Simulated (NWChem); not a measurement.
System: BBrF2; SMILES FB(F)Br

Input file for NWChem:

```
start job
memory heap 200 mb stack 900 mb global 1100 mb
geometry units angstroms noautosym nocenter noautoz
  B      0.000000     0.000000     0.925916
  F      0.000000    -1.128909     1.589788
  F      0.000000     1.128909     1.589788
  Br     0.000000     0.000000    -0.975608
end
basis spherical
  * library def2-tzvp
end
dft
  xc hfexch
  iterations 150
end
property
  efieldgrad
end
task dft property
```

Structure relaxed at the PBE0/def2-SVP level.

Vzz is the largest principal value of the second derivative of the potential at the nucleus (NWChem prints the opposite sign); η is the asymmetry. Non-relativistic.

Atoms are numbered as in the input.

Task: What results follow from this input? (Hartree-Fock/def2-TZVP.) Quantities: Vzz B1 (a.u.); η B1; Vzz Br4 (a.u.); η Br4.

Result: 
```
Property        Result
--------------  ------
Vzz B1 (a.u.)    0.347
η B1              0.06
Vzz Br4 (a.u.)   4.622
η Br4             0.33
```
